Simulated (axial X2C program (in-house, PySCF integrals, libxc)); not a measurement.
# What spin–orbit coupling does to SnS⁻

Calculated with an axial X2C code built on PySCF integrals. Spin-free means the one-electron spin-free X2C Hamiltonian; two-component (2c) means X2C with spin–orbit coupling and atomic mean-field two-electron Coulomb and Gaunt terms, so the difference of the two also holds small scalar two-electron terms. Basis: Sn dyall-acv3z [12s13p10d5f1g], S dyall-av3z [9s8p3d2f] (cores contracted in-house); Gaussian nuclei, density fitting, unrestricted open shells. Masses: Sn 119.902 u, S 31.972 u.

Spin-free state: M_S = 1/2, Λ = 1 (beyond evenly filled blocks: π+α); fragments Sn + S-.

| level | Re (Å) | ωe (cm⁻¹) | De (eV) | μ (D) |
| --- | --- | --- | --- | --- |
| PBE0 | 2.303 | 413.8 | 3.782 | -3.52 |
| PBE50 | 2.280 | 435.9 | 3.622 | -3.75 |

Dipoles are positive if S is the positive end and refer to the centre of mass.

Question: Within this multiplet, which Ω should lie lowest by the rule for regular and inverted multiplets?

Answer: The open π shell holds one electron, so the multiplet is regular: Ω = Λ − 1/2 = 1/2. The PBE0 2c search agrees.

Two-component determinant lowest at the distance of the search:

Ω = 1/2 (⟨Sz⟩ = -0.50, ⟨Lz⟩ = 1.00 at PBE0); fragments Sn + S-.

| level | Re (Å) | ωe (cm⁻¹) | μ (D) |
| --- | --- | --- | --- |
| PBE0 | 2.306 | 411.9 | -3.71 |
| PBE50 | 2.283 | 433.9 | -3.93 |

Question: From the two tables, how do the constants change at the PBE0 level (2c against spin-free)?

Answer: At the PBE0 level Re increases by 0.003 Å and ωe goes down by 1.9 cm⁻¹.

One determinant describes the state; a PBE0 search over occupations chose it and may have missed a lower one. De is counted from the lowest determinant-based energies of the atoms at the same level, without counterpoise correction. De is not given where an atomic determinant may have missed its ground term or J level, or where the truncated virtual space spoils (T). Density functionals use the spin component along the axis (collinear). Without a current term, density functionals place determinants with orbital angular momentum somewhat too high. The highest occupied level of some functionals is positive through self-interaction error; at Hartree–Fock it is bound.
